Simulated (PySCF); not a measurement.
Molecule: `C=CCOC(=C)CO`, C6H10O2.

Bonds (- single, = double, # triple, : aromatic): C1=C2, C2-C3, C3-O4, O4-C5, C5=C6, C5-C7, C7-O8. C1 carries H9, H10; C2 carries H11; C3 carries H12, H13; C6 carries H14, H15; C7 carries H16, H17; O8 carries H18. H10 is cis to C3; H15 is cis to O4; H9 is trans to C3; H14 is trans to O4.

Frames of a GFN2-xTB Langevin trajectory at 400 K; GIAO PBE0/pcSseg-1 shieldings in PySCF 2.14, gas phase, non-relativistic; equivalent atoms averaged within each frame.

References, each an isolated molecule treated in the same way: $^{13}$C (σref 186.93) and $^{1}$H (σref 31.72) vs TMS; $^{17}$O (σref 336.08) against H2O. The references are static minima.

Problem. How do the shifts (ppm) fluctuate along the trajectory?

Solution. 
```
         time (fs)     C5     C2     C1     C6    C3    C7     O4    O8   H11    H9
               250  171.9  142.2  131.0   81.1  72.4  69.0  148.8   6.8  6.49  5.80
               425  179.2  155.1  122.1   99.5  80.8  78.6   96.6  36.1  6.75  5.69
               625  180.7  153.0  124.1   86.4  77.9  71.1  155.3  28.0  6.10  5.33
               800  164.1  139.9  128.9   74.5  86.7  69.8  136.5   6.4  6.48  6.45
              1000  177.2  131.8  125.8  106.7  81.2  69.0  146.9  -9.2  6.35  5.22
    mean of frames  174.6  144.4  126.4   89.6  79.8  71.5  136.8  13.6  6.43  5.70
standard deviation    6.8    9.7    3.6   13.2   5.2   4.1   23.5  18.3  0.24  0.48
```

5 frames give an uncertainty of the mean of about the standard deviation over 2.2 at best, since frames this close in time may not be independent; classical motion lacks zero-point vibration, and the reference would need the same averaging.
